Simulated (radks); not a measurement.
Results of a calculation; reference values are marked as such.
Initial-state core-level shifts of the lead ion Pb3+ when its valence configuration changes from [Xe] 4f14 5d10 6s1. Level of theory: Dirac Kohn-Sham, PBE, spin-unpolarised, spherical densities, finite nucleus; open shells are shared between the two j in proportion to 2j + 1; Fermi nuclear charge, rms radius 5.5012 fm (a radial shooting solver on a logarithmic mesh with Libxc functionals). Shifts are changes of the shell-averaged eigenvalues in eV (positive: less bound); the change of the density at the nucleus, which sets a Mossbauer isomer shift, is in e/bohr^3, on a base of 2.736e+06.

[
 {"valence": "4f14 5d9 6s2", "1s": "-4.799", "3p": "-4.944", "3d": "-4.974", "4d": "-4.841", "density at nucleus": "+392.1"},
 {"valence": "4f13 5d10 6s2", "1s": "-19.212", "3p": "-23.017", "3d": "-22.897", "4d": "-18.626", "density at nucleus": "+622.0"},
 {"valence": "4f14 5d9.5 6s1.5", "1s": "-2.380", "3p": "-2.452", "3d": "-2.466", "4d": "-2.403", "density at nucleus": "+191.0"},
 {"valence": "4f13.5 5d10 6s1 6p0.5", "1s": "-10.372", "3p": "-12.235", "3d": "-12.173", "4d": "-10.092", "density at nucleus": "+140.1"},
 {"valence": "4f14 5d9 6s1 6p1", "1s": "-6.524", "3p": "-6.633", "3d": "-6.661", "4d": "-6.528", "density at nucleus": "+61.4"},
 {"valence": "4f14 5d10 6p1", "1s": "-1.736", "3p": "-1.699", "3d": "-1.697", "4d": "-1.700", "density at nucleus": "-320.1"},
 {"valence": "4f13.5 5d10 6s0.5 6p1", "1s": "-11.236", "3p": "-13.081", "3d": "-13.017", "4d": "-10.938", "density at nucleus": "-26.0"},
 {"valence": "4f13.5 5d9 6s0.5 6p2", "1s": "-17.857", "3p": "-19.816", "3d": "-19.783", "4d": "-17.547", "density at nucleus": "+26.4"},
 {"valence": "4f13 5d10 6s1 6p1", "1s": "-20.948", "3p": "-24.717", "3d": "-24.594", "4d": "-20.324", "density at nucleus": "+284.2"}
]
